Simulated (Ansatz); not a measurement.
Basis-set extrapolation for `CN[SiH](N)O` (PBE0-D4/def2-TZVP geometry, frozen core, Ansatz). Multiplicity 1, RHF reference.

```json
{"": "HF", "def2-TZVPP": "-515.448756", "def2-QZVPP": "-515.469880"}
{"": "MP2 correlation", "def2-TZVPP": "-0.967485", "def2-QZVPP": "-1.039212"}
{"": "CCSD(T) correlation", "def2-TZVPP": "-1.042810", "def2-QZVPP": "not run"}
```

Energies in hartree. Use E(X) = E(∞) + A·exp(−7.88·√X) for Hartree–Fock and E(X) = E(∞) + B·X^(−2.97) for correlation, with X = 3 and 4, and add CCSD(T) minus MP2 of the smaller set to the MP2 limit.

Problem. What is the CCSD(T) energy at the basis-set limit?

Solution. HF limit: -515.469880 + (-0.021124) × 0.13774 = -515.47279. MP2 limit: -1.039212 + (-0.071727) × 0.74074 = -1.09234. Higher-order term: -1.042810 − (-0.967485) = -0.07532. Total: -516.64045 hartree, 4.05 eV below CCSD(T)/def2-TZVPP.
